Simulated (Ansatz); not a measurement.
`B[SiH]([SiH3])Cl` + NH₃ → `N[SiH]([SiH3])Cl` + BH₃ at 298.15 K and 1 bar (cleavage of the Si–B bond).

Program: Ansatz. Geometries: PBE0-D4/def2-TZVP. ΔE: electronic, gas phase. CCSD(T)/CBS is the MP2 limit (def2-TZVPP, def2-QZVPP) plus CCSD(T) − MP2 in def2-TZVPP, frozen cores. This one scheme is used for every species. One conformer a species, not always the lowest.

```csv
species,CCSD(T)/CBS energy (Eh),H − E (kJ/mol),S (J/(mol·K))
`B[SiH]([SiH3])Cl`,-1066.34213,168.2,365.9
NH₃,-56.50880,100.5,192.4
`N[SiH]([SiH3])Cl`,-1096.32520,184.4,356.5
BH₃,-26.55200,78.7,188.3
```

H − E and S are ideal-gas, rigid-rotor, harmonic terms from PBE0-D4/def2-TZVP, for one conformer and one mirror image of each species. 1 Eh = 2625.50 kJ/mol, R = 8.31446 J/(mol·K).

Q: By hand: ΔE, ΔH, ΔS and ΔG.

A: ΔE = (-1096.32520) + (-26.55200) − (-1066.34213) − (-56.50880) = -0.02627 Eh = -69.0 kJ/mol. Δ(H − E) = 184.4 + 78.7 − 168.2 − 100.5 = -5.6, so ΔH = -74.6 kJ/mol. ΔS = 356.5 + 188.3 − 365.9 − 192.4 = -13.5 J/(mol·K). ΔG = -74.6 − 298.15 × (-13.5)/1000 = -70.6 kJ/mol.

Q: By hand: the equilibrium constant, and the temperature at which ΔG would vanish if ΔH and ΔS stayed fixed.

A: log₁₀ K = −ΔG/(RT ln 10) = 12.4. ΔG = 0 at ΔH/ΔS = 5526 K, far beyond where these terms or the molecules hold.

The number of gas molecules stays the same, so ΔS is small and ΔH decides. A doubt of 5 kJ/mol in ΔE shifts log₁₀ K by 0.9 here. Other conformers and mirror images would add mixing entropy, several J/(mol·K) or more a flexible species. These are equilibria of isolated gas molecules and say nothing of rates. Largest T1 diagnostic: 0.012 (customary marks: 0.02 for closed shells, 0.045 for open ones).
